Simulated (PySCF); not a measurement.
**Relaxation of triplet Cu(OH)₃**

Computed with PySCF, UPBE0, basis Cu def2-TZVP, O def2-TZVP, H def2-TZVP (no relativity, density fitting). A (50,194) grid was used.

A hand-made trigonal pyramidal (heavy-atom frame) start, of C3 symmetry, held to at least that symmetry:

```xyz
7
charge 0 multiplicity 3, angstrom
Cu    0.0000    0.0000   -0.3755
O     1.5452    0.0000    0.4461
O    -0.7726    1.3381    0.4461
O    -0.7726   -1.3381    0.4461
H     2.0900   -0.7354    0.7358
H    -0.4081    2.1777    0.7358
H    -1.6819   -1.4423    0.7358
```

(1) What does it relax to?

(2) How much energy is released, and in how many steps?

Results:

(1) It ends at C3v with Cu–O 1.771 Å (×3), O–H 0.963 Å (×3); Cu–O–H 114.5° (×3), O–Cu–O 120.0° (×3) (after a last refinement on a finer grid). A frequency run shows a minimum. Other isomers or separated fragments may lie lower.

(2) 123.5 kJ/mol in 28 steps.

Open d and f shells are described by one determinant, and the ground state may have another occupation or spin. At this level a singlet minimum of C1 symmetry lies 14 kJ/mol below this structure.

The relaxation took 2.9 min on 4 threads of a shared Arm Neoverse V1 host, with 156 basis functions and 31 gradients; the process peaked at 1.2 GiB. Launch command: `OMP_NUM_THREADS=4 python axn.py task.json out`.
